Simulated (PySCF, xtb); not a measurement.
Sb(F)2(OMe) (CH3F2OSb), SMILES C[O][Sb]([F])[F]. One conformer was computed; it need not be the lowest.

Harmonic wavenumbers (cm⁻¹) from GFN2-xTB (xtb) at its own minimum, in rising order: 14, 116, 130, 139, 198, 264, 383, 395, 441, 1037, 1127, 1131, 1404, 1467, 1470, 2942, 2977, 3000.

### Question
What does B3LYP-D3(BJ)/def2-SVP run with PySCF give at its own minimum? (Estimate from the structure and the level; the computed values follow.)

### Answer
51, 75, 147, 206, 220, 309, 571, 619, 630, 1074, 1166, 1176, 1456, 1462, 1482, 3010, 3092, 3114. Paired by order, the mean absolute difference is 73 cm⁻¹ and the zero-point energies are 26.6 and 28.4 kcal/mol.
